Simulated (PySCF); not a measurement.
Mayer bond orders and bond lengths

C₅H₆NP.
Atom-mapped SMILES: `[CH3:1][c:2]1[cH:3][cH:4][p:5][cH:6][n:7]1` (hydrogens: H8, H9, H10 on C1; H11 on C3; H12 on C4; H13 on C6)

Cartesian coordinates in Å at the GFN2-xTB level; atoms count from 1:
```
atom  x, y, z in Å
C1     1.9241   -0.4242    0.1380
C2     0.4450   -0.1970    0.0806
C3    -0.0641    0.9716   -0.4901
C4    -1.4112    1.2397   -0.5718
P5    -2.6598    0.1779    0.0137
C6    -1.6194   -1.0896    0.6120
N7    -0.3117   -1.1544    0.5937
H8     2.3471   -0.4211   -0.8655
H9     2.4072    0.3680    0.7082
H10    2.1278   -1.3808    0.6099
H11    0.6409    1.6927   -0.8829
H12   -1.7291    2.1699   -1.0290
H13   -2.1011   -1.9520    1.0655
```

Bond orders from the PBE0/pcSseg-1 density (PySCF). Isolated species at its GFN2-xTB geometry, gas phase.

Problem. How far do the computed orders between heavy atoms stray from the drawn ones?

Solution. The largest departure is 0.213, at C4–P5 (drawn aromatic, 1.287), counting aromatic bonds as 1.5. The bonds drawn aromatic range from 1.29 to 1.50.

Problem. Set the Mayer orders of the bonds between heavy atoms beside their lengths.

Solution. 
```csv
bond,drawn as,length (Å),Mayer order
C1–C2,single,1.498,1.040
C2–C3,aromatic,1.397,1.299
C3–C4,aromatic,1.376,1.490
C4–P5,aromatic,1.740,1.287
P5–C6,aromatic,1.746,1.310
C6–N7,aromatic,1.309,1.482
N7–C2,aromatic,1.324,1.496
```

By pair of heavy elements: C–C: lowest C1–C2 (1.040, 1.498 Å), highest C3–C4 (1.490, 1.376 Å). C–P: lowest C4–P5 (1.287, 1.740 Å), highest P5–C6 (1.310, 1.746 Å); in 1 of the 1 pairs the longer bond (by over 0.003 Å) has the higher order (by 0.02 or more). C–N: all 2 within 0.02 of one another (1.482 to 1.496).

Problem. And the bonds to hydrogen?

Solution. C–H: 0.94 to 0.96 (6 bonds).

Problem. Sum the orders of all bonds at each heavy atom with more than one neighbour and set the sums beside the valence in the SMILES.

Solution. C1 3.897 (drawn 4), C2 3.835 (drawn 4), C3 3.751 (drawn 4), C4 3.721 (drawn 4), P5 2.597 (drawn 3), C6 3.740 (drawn 4), N7 2.978 (drawn 3). Orders between atoms that aren't bonded are not in these sums.

Mayer orders depend on the basis set.

The run behind these numbers computed NMR shieldings as well. Rough CPU time on one thread of a shared machine: about 40 s.
